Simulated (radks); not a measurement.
All-electron atom: Zr4+ in [Kr].

Calculated with a radial shooting solver on a logarithmic mesh with Libxc functionals: scalar-relativistic Kohn-Sham, PBE, spin-unpolarised, spherical densities, finite nucleus; Fermi nuclear charge, rms radius 4.2694 fm.

Energy parts (hartree):
total: -3595.66241
kinetic: 3697.21051
electron-nucleus: -8601.39525
Hartree: 1421.23741
exchange-correlation: -112.71508

Orbitals (lengths in bohr, moments of r in powers of bohr; r(max) is where P^2 peaks):
orbital  occ.  eigenvalue (hartree)   r(max)      <r>
1s          2             -656.6226  0.02414  0.03707
2s          2             -92.35389   0.1370   0.1626
2p          6             -82.52878   0.1095   0.1417
3s          2             -16.44950   0.4081   0.4583
3p          6             -13.24828   0.4022   0.4619
3d         10              -7.99646   0.3473   0.4520
4s          2              -3.51245    1.071    1.189
4p          6              -2.67539    1.163    1.315

The highest occupied level is 4p at -72.801 eV. The density falls to 0.001 e/bohr^3 at r = 2.89 bohr. Summed over all electrons, <r^2> = 19.66 bohr^2, which gives a Langevin (diamagnetic) susceptibility term of -15.6 x 10^-6 cm^3/mol.
